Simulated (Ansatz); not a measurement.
BH5OSi2, SMILES `[SiH3][SiH]1BO1`. Charge 0, multiplicity 1.

Cartesian coordinates in Å:
```
Si -1.208 -0.519 -0.993
Si 0.758 0.390 -0.132
B 1.419 0.111 1.636
O 0.521 1.087 1.476
H -0.873 -1.296 -2.217
H -1.810 -1.428 0.017
H -2.189 0.540 -1.353
H 1.384 1.397 -1.030
H 1.998 -0.284 2.596
```

Give the diagnostics of a CCSD(T)/def2-TZVPP run (frozen core, the Gaussian-basis code of Ansatz). (Estimate.)

Ansatz gave: T1 = 0.0170, largest single amplitude 0.034, largest double 0.042, (T) share of the correlation energy 4.0 %, 11 CCSD cycles. The RHF solution is stable towards an unrestricted one. T1 lies under the customary mark of 0.02 for closed shells.
